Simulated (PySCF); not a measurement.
These compounds are isomers of formula C7H9F3N2.

A. `C=C/C(=N\N=C\CC)C(F)(F)F`
B. `c1c(C)c(C)nn1CC(F)(F)F`
C. `FC(CN1N=CC(C)=C1C)(F)F`
D. `C=C/C=N/N=C(/CC)C(F)(F)F`
E. SMILES C=C/C=N\N(C=C)CC(F)(F)F
F. `InChI=1S/C7H9F3N2/c1-3-6(4-2)12-11-5-7(8,9)10/h3,5H,1,4H2,2H3/b11-5-,12-6-`

Spectrum 1. ¹H NMR (400 MHz, computed): δ 7.27 (s, 1H), 4.58 (m, 2H), 2.36 (s, 3H), 2.19 (s, 3H). ¹³C{¹H} NMR (computed): δ 152.1 (C), 133.1 (CH), 132.9 (C), 123.7 (C), 57.2 (CH2), 14.3 (CH3), 11.3 (CH3).

Spectrum 2. ¹H NMR (400 MHz, computed): δ 7.38 (s, 1H), 4.57 (m, 2H), 2.40 (s, 3H), 2.22 (s, 3H). ¹³C{¹H} NMR (computed): δ 144.5 (CH), 140.7 (C), 133.1 (C), 120.7 (C), 54.8 (CH2), 11.3 (CH3), 10.9 (CH3).

Spectrum 3. ¹H NMR (400 MHz, computed): δ 6.36 (t, 1H), 6.26 (m, 1H), 6.24 (m, 1H), 5.99 (m, 1H), 2.38 (m, 2H), 1.23 (t, 3H). ¹³C{¹H} NMR (computed): δ 130.5 (C), 130.3 (CH2), 127.7 (CH), 127.2 (CH), 123.3 (C), 33.3 (CH2), 14.3 (CH3).

Spectrum 4. ¹H NMR (400 MHz, computed): δ 6.60 (m, 1H), 6.13 (m, 1H), 5.79 (m, 1H), 5.70 (m, 1H), 2.29 (q, 2H), 1.28 (t, 3H). ¹³C{¹H} NMR (computed): δ 143.7 (CH), 136.0 (C), 128.8 (C), 124.4 (CH2), 111.5 (CH), 25.5 (CH2), 14.9 (CH3).

Spectrum 5. ¹H NMR (400 MHz, computed): δ 7.09 (m, 1H), 7.06 (m, 1H), 6.95 (m, 1H), 5.79 (m, 1H), 5.67 (m, 1H), 4.54 (m, 1H), 4.38 (m, 1H), 4.17 (m, 2H). ¹³C{¹H} NMR (computed): δ 144.0 (CH), 143.7 (CH), 136.4 (CH), 134.4 (C), 128.5 (CH2), 91.5 (CH2), 62.9 (CH2).

Spectrum 6. ¹H NMR (400 MHz, computed): δ 6.75 (m, 1H), 6.74 (m, 1H), 5.84 (m, 1H), 5.79 (m, 1H), 2.55 (q, 2H), 1.29 (t, 3H). ¹³C{¹H} NMR (computed): δ 144.9 (CH), 129.5 (C), 128.8 (CH), 128.3 (CH2), 125.8 (C), 31.6 (CH2), 15.8 (CH3).

PySCF calculation with shielding tensors at PBE0/pcSseg-1 (GIAO) and GFN2-xTB geometry; one computed conformer, isolated molecule, non-relativistic Hamiltonian, equivalent nuclei averaged.

References, each an isolated molecule treated in the same way: TMS for ¹H (σref 31.72) and ¹³C (σref 186.93). Splittings of carbon signals by F and P are missing where no couplings were computed. Where no couplings were computed, multiplicities follow the n + 1 count of equivalent neighbours, and m marks all less simple cases (inequivalent or close neighbours, rings, F or P nearby). Shifts are as computed. Against solution values, carbons near 30 ppm lie about +3 ppm off and those near 130 ppm about +5 ppm. Of 1211 compounds with measured shifts, 218 miss one by over three times the rms of a fit or turn the order of signals round; such compounds aren't used in these exercises.

Question: Which spectrum belongs to which compound?

Answer: 1–B, 2–C, 3–A, 4–F, 5–E, 6–D.

- Spectrum 1 (B): 7 ¹³C signals; δC 132.9 is a CF3 carbon; δC 57.2 is an sp3 CH2 bonded to N.
- Spectrum 2 (C): 7 ¹³C signals; δC 144.5 is an aromatic CH next to a ring nitrogen; δC 133.1 is a CF3 carbon.
- Spectrum 3 (A): 7 ¹³C signals; δC 130.5 is a CF3 carbon; δC 130.3 is a terminal =CH2 carbon.
- Spectrum 4 (F): 7 ¹³C signals; δC 143.7 is an alkene CH; δC 128.8 is a CF3 carbon.
- Spectrum 5 (E): 7 ¹³C signals; δC 144.0 is an alkene carbon bearing nitrogen; δC 136.4 is an alkene CH.
- Spectrum 6 (D): 7 ¹³C signals; δC 144.9 is an alkene CH; δC 129.5 is a CF3 carbon.
